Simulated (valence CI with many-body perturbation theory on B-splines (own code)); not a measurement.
E1 transitions of Ce25+

Calculated by valence CI with perturbative core correlation (CI+MBPT): five valence electrons over a frozen Dirac-Fock core [Ar] 3d10, radial functions for each j: 9 s, 9 p, 8 d, 6 f, 3 g, 1 h, with the one-electron correlation potential Σ1 (screened to all orders), the two-electron term Σ2, the three-electron term Σ3, Breit, model QED; selected single and double excitations, second order for the rest (own B-spline code, finite nucleus).

No measured spectrum was set against this ion. As an estimate, levels hold to about 250 cm⁻¹ or 0.2 % of their energy and the worst to 1 %, as in measured heavy ions of charge 2 to 7; those with d or f electrons hold less well. Among the levels kept, up to 270 cm⁻¹ of a level comes from second order outside the variational space, and about a tenth of that is noise between levels of different J, which matters for small intervals.

Lines 101 to 150 of 186 in falling wavelength, among levels below 1480800 cm⁻¹, chosen from the strongest by gf and those to the six lowest levels. Wavelengths and rates use the calculated energies, so an error of 2000 cm⁻¹ moves a line at 128.1 Å by 0.26 % and its rate by three times that or more. Electric multipoles are in the length gauge, E1 and E2 with the static RPA response of the core. Weak lines are less certain than strong ones. Lines between different terms over intervals too small for the method are left out, as are lines whose strength nearly cancels. The highest levels of a list are the least certain.

Levels are named by their leading jj configuration (3d3/2^4 stands for four electrons in 3d with j = 3/2), which in mixed levels can hold well under half, so a name can repeat and another be missing. Letters in brackets count levels of one name in rising energy.

| λ vac (Å) | Upper | Lower | A (s⁻¹) | S (a.u.) |
| --- | --- | --- | --- | --- |
| 128.1 | (4s 4p1/2^2 4p3/2 4d3/2) J=3/2 [a] | (4s 4p1/2^2 4p3/2^2) J=5/2 | 1.84e+10 | 7.61e-02 |
| 127.9 | (4s 4p1/2^2 4p3/2 4d3/2) J=7/2 | (4s 4p1/2^2 4p3/2^2) J=5/2 | 1.28e+09 | 1.06e-02 |
| 127.2 | (4s^2 4p1/2 4p3/2 4d3/2) J=7/2 | (4s^2 4p1/2 4p3/2^2) J=5/2 | 5.57e+08 | 4.53e-03 |
| 126.1 | (4s^2 4p1/2 4p3/2 4d3/2) J=5/2 [a] | (4s^2 4p1/2 4p3/2^2) J=3/2 | 4.21e+08 | 2.50e-03 |
| 125.1 | (4s^2 4p1/2 4p3/2 4d3/2) J=3/2 [a] | (4s^2 4p1/2 4p3/2^2) J=5/2 | 7.70e+10 | 2.98e-01 |
| 124.7 | (4s^2 4p1/2 4p3/2 4d5/2) J=7/2 [a] | (4s^2 4p1/2 4p3/2^2) J=5/2 | 1.02e+08 | 7.85e-04 |
| 124.1 | (4s^2 4p1/2^2 4d3/2) J=3/2 | (4s^2 4p1/2^2 4p3/2) J=3/2 | 2.79e+10 | 1.05e-01 |
| 123.3 | (4s^2 4p1/2 4p3/2 4d3/2) J=1/2 [a] | (4s^2 4p1/2 4p3/2^2) J=3/2 | 3.60e+10 | 6.67e-02 |
| 122.6 | (4s^2 4p1/2 4p3/2 4d5/2) J=3/2 [a] | (4s^2 4p1/2 4p3/2^2) J=1/2 | 2.70e+09 | 9.82e-03 |
| 122.1 | (4s^2 4p3/2^2 4d3/2) J=1/2 | (4s^2 4p3/2^3) J=3/2 | 5.87e+09 | 1.06e-02 |
| 120.7 | (4s^2 4p1/2 4p3/2 4d3/2) J=3/2 [a] | (4s^2 4p1/2 4p3/2^2) J=3/2 | 8.14e+09 | 2.83e-02 |
| 120.6 | (4s^2 4p3/2^2 4d3/2) J=3/2 [a] | (4s^2 4p3/2^3) J=3/2 | 1.40e+08 | 4.83e-04 |
| 120.4 | (4s 4p1/2^2 4p3/2 4d3/2) J=3/2 [b] | (4s 4p1/2^2 4p3/2^2) J=5/2 | 6.93e+09 | 2.39e-02 |
| 119.7 | (4s^2 4p3/2^2 4d3/2) J=5/2 | (4s^2 4p3/2^3) J=3/2 | 8.56e+09 | 4.35e-02 |
| 118.4 | (4s^2 4p1/2 4p3/2 4d5/2) J=5/2 [a] | (4s^2 4p1/2 4p3/2^2) J=5/2 | 1.39e+10 | 6.81e-02 |
| 118.3 | (4s 4p1/2 4p3/2^3) J=3/2 [a] | (4s^2 4p1/2^2 4p3/2) J=3/2 | 1.82e+10 | 5.94e-02 |
| 117.9 | (4s^2 4p1/2 4p3/2 4d3/2) J=1/2 [b] | (4s^2 4p1/2 4p3/2^2) J=1/2 | 1.28e+09 | 2.07e-03 |
| 117.5 | (4s^2 4p1/2 4p3/2 4d3/2) J=3/2 [b] | (4s^2 4p1/2 4p3/2^2) J=1/2 | 6.29e+08 | 2.01e-03 |
| 117.2 | (4s^2 4p1/2 4p3/2 4d5/2) J=3/2 [a] | (4s^2 4p1/2 4p3/2^2) J=5/2 | 2.91e+10 | 9.25e-02 |
| 115.7 | (4s^2 4p1/2^2 4d5/2) J=5/2 | (4s^2 4p1/2^2 4p3/2) J=3/2 | 5.72e+10 | 2.62e-01 |
| 114.4 | (4s^2 4p1/2 4p3/2 4d5/2) J=5/2 [a] | (4s^2 4p1/2 4p3/2^2) J=3/2 | 4.11e+10 | 1.82e-01 |
| 114.1 | (4s 4p3/2^4) J=1/2 | (4s^2 4p1/2 4p3/2^2) J=1/2 | 2.88e+10 | 4.22e-02 |
| 113.8 | (4s 4p1/2 4p3/2^3) J=5/2 | (4s^2 4p1/2^2 4p3/2) J=3/2 | 4.03e+09 | 1.76e-02 |
| 113.6 | (4s^2 4p1/2 4p3/2 4d3/2) J=5/2 [b] | (4s^2 4p1/2 4p3/2^2) J=5/2 | 7.81e+10 | 3.39e-01 |
| 113.3 | (4s^2 4p1/2 4p3/2 4d5/2) J=3/2 [a] | (4s^2 4p1/2 4p3/2^2) J=3/2 | 7.00e+10 | 2.01e-01 |
| 113.2 | (4s^2 4p3/2^2 4d5/2) J=5/2 [a] | (4s^2 4p3/2^3) J=3/2 | 2.22e+07 | 9.53e-05 |
| 112.6 | (4s^2 4p1/2 4p3/2 4d5/2) J=3/2 [b] | (4s^2 4p1/2 4p3/2^2) J=1/2 | 9.13e+10 | 2.57e-01 |
| 112.5 | (4s^2 4p1/2 4p3/2 4d3/2) J=3/2 [b] | (4s^2 4p1/2 4p3/2^2) J=5/2 | 9.02e+10 | 2.54e-01 |
| 112.3 | (4s^2 4p3/2^2 4d3/2) J=3/2 [b] | (4s^2 4p3/2^3) J=3/2 | 4.10e+10 | 1.15e-01 |
| 112.0 | (4s^2 4p1/2 4p3/2 4d5/2) J=7/2 [b] | (4s^2 4p1/2 4p3/2^2) J=5/2 | 9.65e+10 | 5.36e-01 |
| 110.0 | (4s^2 4p1/2 4p3/2 4d3/2) J=5/2 [b] | (4s^2 4p1/2 4p3/2^2) J=3/2 | 7.70e+09 | 3.03e-02 |
| 109.7 | (4s^2 4p3/2^2 4d5/2) J=1/2 | (4s^2 4p3/2^3) J=3/2 | 3.49e+11 | 4.56e-01 |
| 109.3 | (4s^2 4p1/2 4p3/2 4d3/2) J=1/2 [b] | (4s^2 4p1/2 4p3/2^2) J=3/2 | 3.44e+10 | 4.43e-02 |
| 108.9 | (4s^2 4p1/2 4p3/2 4d3/2) J=3/2 [b] | (4s^2 4p1/2 4p3/2^2) J=3/2 | 6.24e+10 | 1.59e-01 |
| 108.9 | (4s 4p1/2 4p3/2^3) J=1/2 | (4s^2 4p1/2^2 4p3/2) J=3/2 | 1.83e+10 | 2.33e-02 |
| 108.4 | (4s^2 4p1/2 4p3/2 4d5/2) J=1/2 | (4s^2 4p1/2 4p3/2^2) J=1/2 | 2.97e+11 | 3.72e-01 |
| 108.2 | (4s 4p1/2 4p3/2^3) J=3/2 [b] | (4s^2 4p1/2^2 4p3/2) J=3/2 | 2.75e+09 | 6.88e-03 |
| 108.1 | (4s^2 4p1/2 4p3/2 4d5/2) J=3/2 [b] | (4s^2 4p1/2 4p3/2^2) J=5/2 | 1.73e+09 | 4.32e-03 |
| 107.3 | (4s^2 4p1/2 4p3/2 4d5/2) J=5/2 [b] | (4s^2 4p1/2 4p3/2^2) J=5/2 | 8.02e+10 | 2.93e-01 |
| 106.3 | (4s^2 4p3/2^2 4d5/2) J=3/2 | (4s^2 4p3/2^3) J=3/2 | 2.90e+11 | 6.88e-01 |
| 106.0 | (4s 4p3/2^4) J=1/2 | (4s^2 4p1/2 4p3/2^2) J=3/2 | 1.27e+10 | 1.50e-02 |
| 104.7 | (4s^2 4p1/2 4p3/2 4d5/2) J=3/2 [b] | (4s^2 4p1/2 4p3/2^2) J=3/2 | 1.30e+08 | 2.94e-04 |
| 104.1 | (4s^2 4p3/2^2 4d5/2) J=5/2 [b] | (4s^2 4p3/2^3) J=3/2 | 4.65e+11 | 1.55e+00 |
| 104.0 | (4s^2 4p1/2 4p3/2 4d5/2) J=5/2 [b] | (4s^2 4p1/2 4p3/2^2) J=3/2 | 2.47e+11 | 8.24e-01 |
| 103.8 | (4s^2 4p1/2 4p3/2 4d3/2) J=5/2 [a] | (4s^2 4p1/2^2 4p3/2) J=3/2 | 1.77e+09 | 5.86e-03 |
| 101.9 | (4s^2 4p1/2 4p3/2 4d3/2) J=1/2 [a] | (4s^2 4p1/2^2 4p3/2) J=3/2 | 6.07e+09 | 6.34e-03 |
| 101.0 | (4s^2 4p1/2 4p3/2 4d5/2) J=1/2 | (4s^2 4p1/2 4p3/2^2) J=3/2 | 2.12e+10 | 2.16e-02 |
| 100.8 | (4s^2 4p3/2^2 4d3/2) J=1/2 | (4s^2 4p1/2 4p3/2^2) J=1/2 | 1.10e+09 | 1.11e-03 |
| 100.1 | (4s^2 4p1/2 4p3/2 4d3/2) J=3/2 [a] | (4s^2 4p1/2^2 4p3/2) J=3/2 | 5.03e+10 | 9.97e-02 |
| 99.72 | (4s^2 4p3/2^2 4d3/2) J=3/2 [a] | (4s^2 4p1/2 4p3/2^2) J=1/2 | 3.46e+10 | 6.78e-02 |
